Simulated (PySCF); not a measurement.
Species: (Cl2Al-mu-PH2)2.
Structure used (PBE0-D3(BJ)/def2-SVP), in Å, numbered top down from 1:
```xyz
12
Al2Cl4H4P2 angstrom
Al    -1.643   -0.156   -0.604
Cl    -2.666    1.600   -1.174
Cl    -2.526   -2.067   -0.727
P     -0.576    0.155    1.550
Al     1.658    0.149    0.610
Cl     2.733   -1.565    1.210
Cl     2.491    2.085    0.697
P      0.594   -0.191   -1.540
H     -0.942    1.331    2.246
H     -0.833   -0.858    2.502
H      0.868    0.811   -2.500
H      0.959   -1.377   -2.219
```

The closed-shell ground state was solved at several levels (PySCF, density fitting, gas phase, non-relativistic).

```csv
level,basis functions,HOMO (eV),LUMO (eV),gap (eV),dipole (D)
PBE0/pcSseg-1 (pcSseg-2 on Al),250,-8.30,-2.14,6.16,0.11
B3LYP/pcSseg-1 (pcSseg-2 on Al),250,-8.03,-2.22,5.81,0.11
PBE/pcSseg-1 (pcSseg-2 on Al),250,-7.11,-2.88,4.23,0.11
```

**Question.** What might wB97X-D/def2-SVPD (236 basis functions) give for the same quantities?

**Answer.** HOMO -9.99 eV, LUMO -0.46 eV, gap 9.53 eV, dipole 0.10 D.

**Question.** Over all these levels, which gives the widest orbital gap and which the narrowest?

**Answer.** wB97X-D/def2-SVPD (range-separated hybrid) has the widest, 9.53 eV, and PBE/pcSseg-1 (pcSseg-2 on Al) (GGA) the narrowest, 4.23 eV. Functional and basis both differ between the two, so the spread mixes both effects.

**Question.** In the pcSseg-1 (pcSseg-2 on Al) basis, how does the gap go with the fixed share of exact exchange?

**Answer.** PBE (0 %) 4.23 eV; B3LYP (20 %) 5.81 eV; PBE0 (25 %) 6.16 eV. Each rise in the share widens the gap here.

**Question.** How far do the dipole and the HOMO energy spread over the levels?

**Answer.** The dipole runs from 0.10 to 0.11 D (mean 0.11 D) and the HOMO from -9.99 to -7.11 eV.

One conformer stands for the species.
